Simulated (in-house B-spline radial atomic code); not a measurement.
The numbers below are computed, except where a source is named.
Correlation energy from the adiabatic connection: −Z exp(−kr)/r, Z = 2.54, k = 0.213

Two electrons in a singlet, external potential −Z exp(−kr)/r, Z = 2.54, k = 0.213 (atomic units). Full CI in B-splines (partial waves to l = 8, correlation up to 0.6 % small) with the density held fixed gives W(λ) = <V_ee>_λ − U, and E_c is the integral of W(λ) − W(0) from 0 to 1.

| λ | W(λ) − W(0) (hartree) |
| --- | --- |
| 0 | 0.00000 |
| 0.02 | -0.00190 |
| 0.05 | -0.00474 |
| 0.12 | -0.01124 |
| 0.25 | -0.02291 |
| 0.4 | -0.03578 |
| 0.6 | -0.05199 |
| 0.8 | -0.06722 |
| 1 | -0.08155 |

**Question.** Integrate the table by the trapezoid rule.

**Answer.** The strips give -0.00002, -0.00010, -0.00056, -0.00222, -0.00440, -0.00878, -0.01192, -0.01488, which sum to -0.04287 hartree. The direct value, W(1) − W(0) + T_c with T_c = 0.03861, is -0.04294; the curve is convex, so chords lie above it and the trapezoids fall short in size by 0.14 %.

**Question.** Now use only three numbers: W(0) = -1.3502, the initial slope W'(0) = -0.09557 (extrapolated from the first points) and the strong-coupling limit of the point-charge-plus-continuum model, W∞ = -1.9244. What do second-order theory and the interpolation W(λ) = W∞ + (W(0) − W∞)/√(1 + 2χλ) of Seidl, Perdew and Levy give?

**Answer.** Second order keeps the slope alone: E_c = W'(0)/2 = -0.04779, +11 % in size against -0.04294. Matching the slope fixes χ = W'(0)/(W∞ − W(0)) = -0.09557/(-0.57420) = 0.16644. Integrating, with s = √(1 + 2χ) = 1.154504, E_c = −(W(0) − W∞)(s − 1)/(s + 1) = −0.57420 × 0.154504/2.154504 = -0.04118 hartree, -4.1 % in size against the full result. At λ = 1 the formula gives W − W(0) = -0.07684 against -0.08155. Part of the miss can come from the model's W∞.
